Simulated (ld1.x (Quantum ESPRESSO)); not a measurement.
## Logarithmic derivatives: lead, TM semilocal

Pb (Z = 82), norm-conserving Troullier–Martins (semilocal form), made with ld1.x (Quantum ESPRESSO) 7.5 (PBE, scalar-relativistic). Core [Xe] 4f14 5d10, reference 6s2 6p2. Waves: 6p (bound): rc 2.80 bohr; 6s (bound): rc 1.50 bohr. Local part: the s channel. Core correction: a·sin(br)/r model core inside 0.70 bohr.

The phase is arctan(r·u′/u) with u = r·R(r), unwrapped; energies in Ry, scanned from -3 to 5 Ry. A pole is an energy at which the radial function vanishes at the test radius. The pseudo phase is shifted by a multiple of π to meet the all-electron one at the reference energy, and phase errors are pseudo minus all-electron; the curves can meet again beyond the range given. Levels narrower than the energy grid can be missing from the lists of poles.

Problem. For each channel, where are the poles, and over which energies does the pseudopotential scatter like the atom?

Solution.

| channel | radius (bohr) | reference energy (Ry) | poles, all-electron | poles, pseudo | unbroken range about the reference energy with phases within 0.05 rad | phase error 1 Ry above the reference energy (rad) |
| --- | --- | --- | --- | --- | --- | --- |
| s | 3.04 | -0.88 | -0.28 | -0.30, 1.15 | below 0.3 | -0.024 |
| p | 3.04 | -0.26 | 1.05 | 1.01 | below 2.3 | -0.005 |

Phases in the p channel:

| E (Ry) | all-electron | pseudo |
| --- | --- | --- |
| -3.00 | 1.357 | 1.357 |
| -2.52 | 1.331 | 1.330 |
| -2.04 | 1.292 | 1.291 |
| -1.56 | 1.228 | 1.226 |
| -1.08 | 1.093 | 1.091 |
| -0.60 | 0.652 | 0.650 |
| -0.12 | -0.810 | -0.811 |
| 0.36 | -1.366 | -1.369 |
| 0.84 | -1.528 | -1.534 |
| 1.32 | -1.614 | -1.625 |
| 1.80 | -1.681 | -1.702 |
| 2.28 | -1.752 | -1.797 |
| 2.76 | -1.853 | -1.981 |
| 3.24 | -2.061 | -2.674 |
| 3.72 | -2.748 | -4.098 |
| 4.20 | -3.981 | -4.458 |
| 4.68 | -4.378 | -4.581 |
